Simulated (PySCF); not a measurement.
Computed shifts of a molecule C₂H₈O₂Si, KT2/pcSseg-1 (PySCF), GIAO, gas phase, atoms alike by connectivity averaged where their shifts nearly agree, in ppm (number of nuclei): ¹³C: 65.3 (1), 22.1 (1). ²⁹Si: -13.6 (1). ¹H: 5.33 (1), 4.91 (1), 3.74 (1), 1.77 (1), 1.58 (3), -0.88 (1). References: ¹³C against TMS (σ = 185.1 ppm); ¹⁷O against H2O (σ = 330.4 ppm); ²⁹Si against TMS (σ = 361.9 ppm); ¹H against TMS (σ = 31.47 ppm), references at their B3LYP-D3(BJ)/def2-TZVP geometries, non-relativistic. Coordinates come from a PBE0-D3(BJ)/def2-SVP optimisation. One conformer was computed; it need not be the lowest.

**Question.** Identify the compound among the candidates.
A) CC[SiH](O)O
B) C[C@H](O)[SiH2]O
C) C[Si@H](O)CO
D) CO[SiH2]OC

**Answer.** B, C[C@H](O)[SiH2]O
